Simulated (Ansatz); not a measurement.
Caution, from a PySCF single point (B3LYP-D3(BJ)/def2-TZVPD) at this geometry: the highest occupied level lies above zero, so the state may not be bound. This triplet lies 0.08 eV above the relaxed singlet at the level frozen-core CCSD(T)/aug-cc-pVTZ // B3LYP-D3(BJ)/def2-TZVPD (Ansatz, a quantum-chemistry and plane-wave program); other levels give the other order.

Species: H₂AlBCl, SMILES `[AlH2][B-]Cl` (triplet; the order of the spin states depends on the level) (charge -1, multiplicity 3).

Task: Give a relaxed geometry from B3LYP-D3(BJ)/def2-TZVPD run with Ansatz.

Result: One answer among several that fit: the end point of this relaxation, one of several conformers (outside a Z-matrix the atoms follow the SMILES, hydrogens last).
Z-matrix (Å, degrees):
```
Al
H 1 1.6139
H 1 1.6255 2 111.42
B 1 2.0251 2 120.91 3 180.00
Cl 4 1.8108 1 136.62 2 -179.99
```
